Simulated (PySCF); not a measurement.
C5H8Si, SMILES C1=CC=C[SiH2]C1. Atoms are numbered in the order given.

```xyz
14

C      0.9373     1.3734    -0.4881
C     -0.3689     1.3999    -0.8219
C     -1.4140     0.4202    -0.3511
Si    -0.6904    -1.2282     0.2565
C      1.0526    -0.7985     0.7745
C      1.5984     0.3647     0.3524
H      1.5779     2.1794    -0.8588
H     -0.7186     2.2259    -1.4521
H     -1.9693     0.8809     0.4901
H     -2.1714     0.2582    -1.1359
H     -1.4981    -1.7732     1.3880
H     -0.6916    -2.2634    -0.8251
H      1.6712    -1.4713     1.3783
H      2.6340     0.5999     0.6290
```
Charge 0, spin multiplicity 1.

The structure is a stationary point at B3LYP-D3(BJ)/def2-SVP. One conformer was computed; it need not be the lowest.

Two levels are set side by side: PBE/pcSseg-1 (PySCF) and KT2/pcSseg-1 (PySCF). GIAO shifts against TMS (²⁹Si), TMS (¹H), TMS (¹³C) at the same level; non-relativistic, no solvent, atoms listed together averaged. Differences are taken from unrounded values.

```json
[
 {"quantity": "δ(¹³C) of C1 (ppm)", "KT2": "127.6", "PBE": "135.4", "PBE minus KT2": "7.8"},
 {"quantity": "δ(¹³C) of C2 (ppm)", "KT2": "129.7", "PBE": "138.2", "PBE minus KT2": "8.4"},
 {"quantity": "δ(¹³C) of C3 (ppm)", "KT2": "11.9", "PBE": "12.1", "PBE minus KT2": "0.2"},
 {"quantity": "δ(²⁹Si) of Si4 (ppm)", "KT2": "-61.0", "PBE": "-61.6", "PBE minus KT2": "-0.6"},
 {"quantity": "δ(¹³C) of C5 (ppm)", "KT2": "115.4", "PBE": "124.3", "PBE minus KT2": "8.9"},
 {"quantity": "δ(¹³C) of C6 (ppm)", "KT2": "143.6", "PBE": "152.4", "PBE minus KT2": "8.8"},
 {"quantity": "δ(¹H) of H7 (ppm)", "KT2": "6.02", "PBE": "6.25", "PBE minus KT2": "0.23"},
 {"quantity": "δ(¹H) of H8 (ppm)", "KT2": "6.25", "PBE": "6.42", "PBE minus KT2": "0.17"},
 {"quantity": "δ(¹H) of H13 (ppm)", "KT2": "6.02", "PBE": "6.25", "PBE minus KT2": "0.23"},
 {"quantity": "δ(¹H) of H14 (ppm)", "KT2": "6.88", "PBE": "7.09", "PBE minus KT2": "0.21"}
]
```

Rough cost on one machine, each run with all the roots and properties that it gave: KT2 against PBE within a factor of 2.
